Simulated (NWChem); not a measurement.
Molecule: Si₂N₂H₈; SMILES N[SiH2]N[SiH3]

```xyz
12

Si     0.0660    -2.0220     0.0724
N      0.3276    -0.3901    -0.4700
Si    -0.5196     1.0766    -0.0752
N      0.6199     2.3316     0.2440
H      1.3655    -2.6692     0.4395
H     -0.5783    -2.8981    -0.9589
H     -0.8221    -1.9738     1.2705
H      1.0524    -0.2728    -1.1756
H     -1.4288     0.6803     1.0472
H     -1.3540     1.6272    -1.1893
H      1.2669     2.2797     1.0224
H      0.3996     3.2909     0.0045
```
Atoms are numbered in this order, from 1.

Level: PBE0/def2-SVP (NWChem), optimised geometry, unscaled harmonic frequencies. 

```tsv
frequency (cm⁻¹)	IR intensity (km/mol)
62	0.5
66	0.0
178	7.5
208	7.4
308	55.2
366	140.4
455	74.1
579	14.0
620	0.8
699	6.6
724	88.4
802	110.0
854	14.8
880	80.3
925	172.7
933	546.1
960	55.0
965	43.2
977	132.3
1005	38.8
1205	253.2
1538	57.2
2202	124.8
2204	170.1
2214	247.8
2221	45.8
2250	110.2
3602	37.3
3618	31.4
3722	34.3
```

```json
{
 "zero_point_energy": "53.4 kcal/mol",
 "thermal correction to the enthalpy at 298.15 K (with zero-point energy)": "58.7 kcal/mol",
 "heat capacity Cv": "26.4 cal/(mol K)",
 "entropy at 298.15 K and 1 atm (symmetry number 1)": "84.8 cal/(mol K)",
 "dipole_moment": "1.81 D"
}
```

Rigid rotor and harmonic oscillator; modes under 100 cm⁻¹ make the entropy uncertain.
